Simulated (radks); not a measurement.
Results of a calculation; reference values are marked as such.
Ionisation of the carbon ion C+, [He] 2s2 2p1, to C2+, [He] 2s2, under several functionals. Scalar-relativistic Kohn-Sham, spin-unpolarised, spherical densities, finite nucleus; a radial shooting solver on a logarithmic mesh with Libxc functionals. The NIST Atomic Spectra Database gives 24.383 eV (measured). Rank these functionals by the error of their Delta-SCF ionisation energy: BLYP; LDA (Slater exchange, Perdew-Wang correlation); PBEsol; SOGGA; RPBE; exchange-only LDA.

Answer. From best to worst: LDA (Slater exchange, Perdew-Wang correlation) 24.258 eV (-0.125); BLYP 24.175 eV (-0.208); RPBE 24.079 eV (-0.304); PBEsol 24.019 eV (-0.365); SOGGA 23.901 eV (-0.482); exchange-only LDA 22.854 eV (-1.530). Spin polarisation and multiplet splitting are left out, so open shells lie too high by an amount that depends on their filling.

Beside tabulated values, note that spin-unpolarised runs miss the spin-polarisation part of the exchange energy of open shells.
